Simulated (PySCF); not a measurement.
C₄H₇FSi, SMILES F[C@@H]1CC=C1[SiH3]. Atoms are numbered in the order given.

```xyz
13

F     -0.9835     1.5230     0.9818
C     -0.9034     0.7591    -0.1661
C     -1.9544    -0.3806    -0.3006
C     -0.7451    -1.2792    -0.4328
C      0.1764    -0.3147    -0.1954
Si     2.0353    -0.2772    -0.0116
H     -0.8758     1.4507    -1.0258
H     -2.6571    -0.3243    -1.1497
H     -2.5236    -0.5185     0.6323
H     -0.6520    -2.3435    -0.6714
H      2.4177     0.0943     1.3781
H      2.6211     0.7307    -0.9394
H      2.5864    -1.6231    -0.3284
```
Charge 0, spin multiplicity 1.

Geometry optimised at TPSSh-D3(BJ)/def2-SVP. The structure was generated by enumeration; whether it is a known compound was not checked.

These are PBE/pcSseg-1 (PySCF) values and carry that method's errors.

GIAO shieldings, no solvent; atoms listed in one row are averaged. δ = σ(ref) − σ: ¹⁹F against CFCl3 (σ = 133.6 ppm); ¹³C against TMS (σ = 182.0 ppm); ²⁹Si against TMS (σ = 335.4 ppm); ¹H against TMS (σ = 31.49 ppm), references at their B3LYP-D3(BJ)/def2-TZVP geometries, non-relativistic.

Computed chemical shifts:
| nucleus | atoms | count | δ (ppm) |
|---|---|---|---|
| ¹⁹F | F1 | 1 | -203.8 |
| ¹³C | C4 | 1 | 164.3 |
| ¹³C | C5 | 1 | 157.3 |
| ¹³C | C2 | 1 | 97.5 |
| ¹³C | C3 | 1 | 49.5 |
| ²⁹Si | Si6 | 1 | -90.6 |
| ¹H | H10 | 1 | 7.41 |
| ¹H | H7 | 1 | 5.69 |
| ¹H | H11, H12, H13 | 3 | 4.45 |
| ¹H | H8 | 1 | 3.37 |
| ¹H | H9 | 1 | 3.24 |
